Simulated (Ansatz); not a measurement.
H$_{8}$Ge$_{3}$, charge -1, doublet, geometry from GFN2-xTB (a state made from the parent by changing its charge; the spin is typed, not shown lowest) (a gas-phase anion, which may not be bound at this level). Base run: R2SCAN/STO-3G (Ansatz, a quantum-chemistry and plane-wave program).

The Ansatz input:
Ansatz 0.2 input:
```yaml
crystal:
  periodic: [false, false, false]
  atoms:
    - {symbol: Ge, position_ang: [2.32137685, 0.68821490, -0.17150127]}
    - {symbol: Ge, position_ang: [0.12444571, -0.56525556, 0.18453663]}
    - {symbol: Ge, position_ang: [-2.43883140, -0.18974445, 0.00512057]}
    - {symbol: H, position_ang: [3.91269323, 0.88255014, -0.10489752]}
    - {symbol: H, position_ang: [2.19529399, 1.20419717, -1.63786851]}
    - {symbol: H, position_ang: [2.00076815, 2.07034924, 0.47139910]}
    - {symbol: H, position_ang: [0.30638396, -1.08580251, 1.70164838]}
    - {symbol: H, position_ang: [0.43371014, -2.07106244, -0.33942239]}
    - {symbol: H, position_ang: [-2.53135236, 0.35212779, -1.45867386]}
    - {symbol: H, position_ang: [-2.50480460, 1.22742464, 0.65743199]}
    - {symbol: H, position_ang: [-4.03640936, -0.44266099, 0.12939353]}
basis:
  gaussian:
    orbitals: STO-3G
hamiltonian:
  xc: r2scan
total_charge: -1
magnetization: {spin_polarized: true, initial_magnetization: 1}
```

The base run was repeated with changes; each row names its change, and settings that it needs were set with it.

```
change                                                           ΔE vs base (mEh)
---------------------------------------------------------------  ----------------
base                                                                        0.000
final_grid = 6, 12, 29                                                     -5.856
final_grid = 4, 8, 17                                                     -16.552
fitting.mean_field = cc-pVTZ-JKFIT                                         -7.124
point_charge = charge:-1.0 position_ang:0.5391, -4.2477, 5.4255            72.067
forces = on                                                                 0.000
lower_state_search = full                                                   0.000
fitting.mean_field = def2-universal-JKFIT                                  -6.021
accuracy = high                                                             0.005
nuclear_model = gaussian                                                   17.661
lower_state_search = off                                                    0.000
```

A gas-phase anion may not be bound at this level; its values then depend on the basis.
